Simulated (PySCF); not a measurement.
# [La(H2O)3]3+ relaxed at several levels

Computed with PySCF 2.14.0, def2-SVP on the ligands, density fitting, scalar-relativistic core potentials, no spin-orbit coupling, vacuum. Each row is relaxed at its own level from the same template. Distances are means of the shortest metal–ligand contacts, charges and spins Mulliken's; removal energies are rigid, with the ligand's formal charge and no counterpoise, so too large; for an anion taken off a cation in vacuum most of it is the attraction of opposite charges, and multiply charged cations can part far more cheaply with an electron moved from ligand to metal. lcecp potentials hold a fixed number of 4f electrons in the core, out of states, spins and gaps.

| level | basis on the metal | point group | M–H2O (Å) | charge on M (e) | HOMO–LUMO gap (eV) | removal of one H2O (eV) | strongest infrared band, degenerate modes summed (cm⁻¹) | unstable modes (below −25 cm⁻¹) |
| --- | --- | --- | --- | --- | --- | --- | --- | --- |
| PBE0 | lcecp-1-SVP with ECP46 | D3 | 2.401 | 2.08 | – | 3.40 | 3600 | 0 (lowest -11 cm⁻¹, within noise) |
| B3LYP | def2-SVP with ECP46 | D3, nearly planar | 2.420 | 2.00 | 7.42 | 3.40 | 3553 | 0 (lowest -20 cm⁻¹, within noise) |
| PBE0 | def2-SVP with ECP46 | D3, nearly planar | 2.407 | 2.03 | 8.18 | 3.40 | 3603 | 0 (lowest -13 cm⁻¹, within noise) |

Problem. What does the calculation give for r2SCAN, lcecp-1-SVP with ECP46?

Solution. point group: D3, M–H2O (Å): 2.416, charge on M (e): 2.07, removal of one H2O (eV): 3.39, unstable modes (below −25 cm⁻¹): not given.
```xyz
10

La    0.0000    0.0000    0.0000
O     2.4155    0.0000    0.0000
H     3.0337   -0.7554    0.1536
H     3.0337    0.7554   -0.1536
O    -1.2078    2.0919    0.0000
H    -0.8627    3.0050    0.1536
H    -2.1711    2.2496   -0.1536
O    -1.2078   -2.0919    0.0000
H    -2.1711   -2.2496    0.1536
H    -0.8626   -3.0050   -0.1536
```

Members with unstable modes aren't minima as they stand: saddle points kept by symmetry or, where the modes are soft, flat surfaces and noise. Moved off a saddle point of the template and relaxed again: PBE0, r2SCAN, B3LYP, PBE0. One start shape was tried for each, so a minimum needn't be the lowest isomer.
